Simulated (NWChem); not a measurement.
System: NaOH; SMILES [OH][Na]

### Question
Give the equilibrium geometry at PBE0/def2-SVP (NWChem) as a list of bonds and angles, with the point group.

### Answer
point group C*v; any orientation.
Bonded distances (Å): Na1–O2 1.909, O2–H3 0.957. Bond angles (°): Na1–O2–H3 179.9.
